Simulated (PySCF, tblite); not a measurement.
Isomers of C5H7ClF2, one GFN2-xTB conformer each. Single-point energies are computed at PBE0/pcSseg-1 (PySCF, gas phase, no added dispersion term), electronic only.

Task: Rank them by PBE0/pcSseg-1 energy, lowest first (kJ/mol).
A. `[CH3:1][C@@H:2]([Cl:3])[C@@H:4]1[C@H:5]([F:6])[C@@H:7]1[F:8]` with C1–C2–C4–C5 149°
B. `[CH3:1]/[CH:2]=[CH:3]\[CH2:4][C:5]([F:6])([F:7])[Cl:8]` with C2–C3–C4–C5 114°, C3–C4–C5–F6 63°

Result: B (0.0), A (77.9).

As drawn, the lower has two fluorines on one carbon and a C=C bond outside aromatic rings, which the higher lacks; the higher has a three-membered ring, which the lower lacks. GFN2-xTB itself gives, in the same order: 0.0, 16.8. Both levels put the same isomer lowest.

Task: Which frontier levels, dipoles and rotational constants go with these structures?

Result: 
| SMILES | HOMO (eV, PBE0/pcSseg-1) | LUMO (eV) | dipole (D) | A, B, C (MHz) |
| --- | --- | --- | --- | --- |
| C/C=C\CC(F)(F)Cl | -7.57 | 0.11 | 2.64 | 2630, 1092, 972.7 |
| C[C@@H](Cl)[C@@H]1[C@H](F)[C@@H]1F | -8.25 | 0.38 | 2.93 | 2474, 1228, 947.9 |

Task: What happens when harmonic zero-point energies from GFN2-xTB frequencies are added?

Result: 
```json
{"SMILES": "C/C=C\\CC(F)(F)Cl", "ZPE (kJ/mol)": "285.3", "electronic (kJ/mol)": "0.0", "with ZPE (kJ/mol)": "0.0"}
{"SMILES": "C[C@@H](Cl)[C@@H]1[C@H](F)[C@@H]1F", "ZPE (kJ/mol)": "289.9", "electronic (kJ/mol)": "77.9", "with ZPE (kJ/mol)": "82.4"}
```

The zero-point energies span 4.6 kJ/mol. The order is unchanged.

Task: As an exercise, what shares would exp(−E/RT) give at 2000 K from these electronic energies alone (no entropy, no degeneracies)?

Result: RT = 16.629 kJ/mol: C/C=C\CC(F)(F)Cl 99.1 %, C[C@@H](Cl)[C@@H]1[C@H](F)[C@@H]1F 0.9 %.
